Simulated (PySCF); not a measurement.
C6H3FNP.
Structure used (PBE0-D3(BJ)/def2-SVP), in Å, numbered top down from 1:
```
atom  x, y, z in Å
N1     3.482   -1.409   -0.709
C2     2.399   -1.050   -0.495
C3     1.062   -0.613   -0.231
C4     0.836    0.759   -0.070
C5    -0.424    1.291    0.186
C6    -1.567    0.503    0.305
C7    -1.537   -0.878    0.178
F8    -2.696   -1.522    0.315
P9    -0.146   -1.885   -0.145
H10    1.690    1.436   -0.150
H11   -0.522    2.372    0.299
H12   -2.537    0.967    0.507
```

Hirshfeld charges (e) from the PBE0/pcSseg-1 density (PySCF), one withheld:

```csv
atom,bonded to,charge
N1,C2,-0.2081
C2,N1 C3,+0.0645
C3,C2 C4 P9,-0.0438
C4,C3 C5 H10,-0.0294
C5,C4 C6 H11,-0.0253
C6,C5 C7 H12,-0.0492
C7,C6 F8 P9,?
F8,C7,-0.0695
P9,C7 C3,+0.1264
H10,C4,+0.0650
H11,C5,+0.0661
H12,C6,+0.0648
```

Problem. What is the charge on C7?

Solution. The charges add up to the total charge, 0. The others sum to -0.0385, which leaves +0.0385 e for C7 (aromatic C–F carbon); the computed value is +0.0386, the difference coming from rounding and the integration grid.

Problem. Add each hydrogen's charge to the atom that carries it.

Solution. C4 +0.0356, C5 +0.0408, C6 +0.0156. Atoms without hydrogen keep their charges.

Problem. Across which bond do the charges differ most?

Solution. C2–N1: +0.0645 on C2 against -0.2081 on N1, a difference of 0.2726 e. The lower charge is on the more electronegative element of the two (Pauling values: N 3.04, C 2.55).

Problem. Take the bonds between elements whose Pauling electronegativities differ by more than 0.25. In how many does the more electronegative atom carry the lower charge?

Solution. In 7 of 7.

Problem. How much positive and how much negative charge does this set hold in all?

Solution. +0.4254 e on 6 atoms and -0.4253 e on 6.

The Hirshfeld scheme divides the density at each point in proportion to the densities of the neutral, spherically averaged free atoms. Isolated species at its PBE0-D3(BJ)/def2-SVP geometry, gas phase.

The run behind these numbers computed NMR shieldings as well. Hardware: one thread of an Arm Neoverse V1, no GPU, shared host with 32 logical CPUs at a one-minute load of 18. Cost: 23 s of wall time, 0.81 GiB resident at most.
